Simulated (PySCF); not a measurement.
An equivalent PySCF input for O²⁺ (oxygen, charge +2), [He] 2s2 2p2, high-spin 3P determinant, with scalar relativity by spin-free X2C-1e:

```python
from pyscf import gto, scf, dft, mp, cc
import basis_set_exchange as bse
mol = gto.M(atom="O 0 0 0", charge=2, spin=2, symmetry="D2h",
            basis=gto.basis.parse(bse.get_basis("aug-cc-pVDZ-DK", elements=["O"], fmt="nwchem", header=False)),
            nucmod="G")
mf = scf.UHF(mol).sfx2c1e()
mf.irrep_nelec = {'Ag': (2, 2), 'B1u': (1, 0), 'B2u': (1, 0)}
mf.kernel()
```

It reaches the same state as the run whose output follows, and the same energy. The run itself started from symmetry-adapted Hartree-Fock orbitals and held the occupation by maximum overlap, so the iterations belong to that start.

```
SCF conv_tol = 1e-09
number electrons alpha = 4  beta = 2
cycle= 1 E= -73.1360465758249  delta_E= -0.00346  |g|= 0.0233  |ddm|= 0.0468
cycle= 2 E= -73.1362193990817  delta_E= -0.000173  |g|= 0.00523  |ddm|= 0.0102
cycle= 3 E= -73.1362290880628  delta_E= -9.69e-06  |g|= 9.6e-05  |ddm|= 0.00299
cycle= 4 E= -73.1362290926504  delta_E= -4.59e-09  |g|= 5.04e-06  |ddm|= 0.000105
cycle= 5 E= -73.1362290926629  delta_E= -1.25e-11  |g|= 7.98e-07  |ddm|= 1.32e-05
converged SCF energy = -73.1362290926629  <S^2> = 2.0045616  2S+1 = 3.0030395
```
